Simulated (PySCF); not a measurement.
Species: C4H3F2NO.
Structure used (PBE0-D3(BJ)/def2-SVP), in Å, numbered top down from 1:
```
atom  x, y, z in Å
F1    -1.6574   -1.4301   -0.7969
C2    -1.4548   -0.3221   -0.0518
F3    -2.1179    0.7058   -0.6252
C4     0.0001   -0.0188    0.0161
C5     0.6474    1.1322    0.5463
N6     1.9451    1.0459    0.4315
O7     2.1896   -0.1518   -0.1688
C8     1.0444   -0.7801   -0.4150
H9    -1.9044   -0.4944    0.9427
H10    0.2043    2.0203    0.9968
H11    1.1079   -1.7519   -0.8997
```

Level of theory: core-valence-separated Tamm–Dancoff BHandHLYP/aug-pcX-1 (pcseg-1 on H) in PySCF, non-relativistic, gas phase, PBE0-D3(BJ)/def2-SVP geometry. BHandHLYP without relativity tends to put these K edges a few eV too low, so spacings mean more than positions.

The lowest roots of each edge with f over 0.003 (five at most, numbered afresh; weaker and dark ones are left out), with transition dipoles (au) in the frame of the coordinates:

| root | edge | E (eV) | μx | μy | μz |
| --- | --- | --- | --- | --- | --- |
| 1 | C | 283.69 | -0.0048 | 0.0382 | -0.0790 |
| 2 | C | 283.85 | -0.0048 | 0.0396 | -0.0802 |
| 3 | C | 284.11 | 0.0049 | -0.0446 | 0.0911 |
| 4 | C | 285.86 | 0.0019 | -0.0139 | 0.0299 |
| 5 | C | 286.99 | 0.0046 | -0.0172 | 0.0222 |
| 6 | N | 397.90 | -0.0042 | 0.0347 | -0.0702 |
| 7 | N | 400.83 | -0.0198 | 0.0752 | 0.0382 |
| 8 | O | 532.79 | 0.0026 | -0.0220 | 0.0452 |
| 9 | O | 535.47 | 0.0075 | -0.0561 | -0.0278 |
| 10 | O | 537.31 | -0.0299 | -0.0215 | -0.0076 |

Q: What are the oscillator strengths?

A: f = (2/3) ΔE |μ|², with ΔE in hartree (27.2114 eV):

```tsv
root	ΔE (Eh)	|μ|² (au)	f	core hole on
1	10.4253	0.007723	0.054	C5
2	10.4312	0.008023	0.056	C4
3	10.4409	0.010312	0.072	C8
4	10.5051	0.001091	0.008	C4
5	10.5465	0.000810	0.006	C5
6	14.6226	0.006150	0.060	N6
7	14.7302	0.007506	0.074	N6
8	19.5797	0.002534	0.033	O7
9	19.6780	0.003976	0.052	O7
10	19.7459	0.001414	0.019	O7
```

Q: Molecules are fixed in this frame and the field points along y. What effective strengths 3 f cos²θ do the roots have (θ between field and μ)?

A: root 1 (C5): 0.030, root 2 (C4): 0.033, root 3 (C8): 0.042, root 4 (C4): 0.004, root 5 (C5): 0.006, root 6 (N6): 0.035, root 7 (N6): 0.166, root 8 (O7): 0.019, root 9 (O7): 0.124, root 10 (O7): 0.018. Root 7 is the strongest. Averaged over all orientations cos²θ is 1/3, which gives f back.

One conformer stands for the species.
